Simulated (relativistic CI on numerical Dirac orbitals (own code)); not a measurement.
Radial parameters of Lu¹⁸⁺

Computed by Dirac-Coulomb-Breit CI, separate exchange-only KLI orbitals for each configuration, QED by a radiative potential, unscaled Slater integrals (own radial code, finite nucleus).

Slater integrals F^k, G^k are unscaled and averaged over j, outside the closed core [Ar] 3d10 4p6 4d10; ζ comes from projecting the Hamiltonian with its Breit term on Σ l·s of the shell.

- 4s²4f⁷: F^2(4f,4f) = 190620, F^4(4f,4f) = 122730, F^6(4f,4f) = 89257, ζ(4f) = 4664.7 cm⁻¹; <r>(4f) = 0.5344, <r^2>(4f) = 0.3337 (bohr units).
- 4s²4f⁶5s: F^2(4f,4f) = 193360, F^4(4f,4f) = 124610, F^6(4f,4f) = 90657, ζ(4f) = 4825.3, G^3(4f,5s) = 32686 cm⁻¹; <r>(4f) = 0.528, <r^2>(4f) = 0.3256, <r>(5s) = 0.9289, <r^2>(5s) = 0.9603 (bohr units).
- 4s²4f⁵5s²: F^2(4f,4f) = 196390, F^4(4f,4f) = 126690, F^6(4f,4f) = 92215, ζ(4f) = 4988.3 cm⁻¹; <r>(4f) = 0.5212, <r^2>(4f) = 0.3169 (bohr units).

Averages of the first 5 configurations, taken without configuration mixing, which lowers the lowest level and can move excited configurations by several eV; other configurations of the list can lie among them:

| Configuration | Parity | States | Average energy above the lowest level (eV) |
| --- | --- | --- | --- |
| 4s²4f⁷ | odd | 3432 | 22.4 |
| 4s²4f⁶5s | even | 6006 | 46.7 |
| 4s²4f⁵5s² | odd | 2002 | 78.4 |
| 4s²4f⁶6s | even | 6006 | 221.9 |
| 4f⁹ | odd | 2002 | 1062.5 |
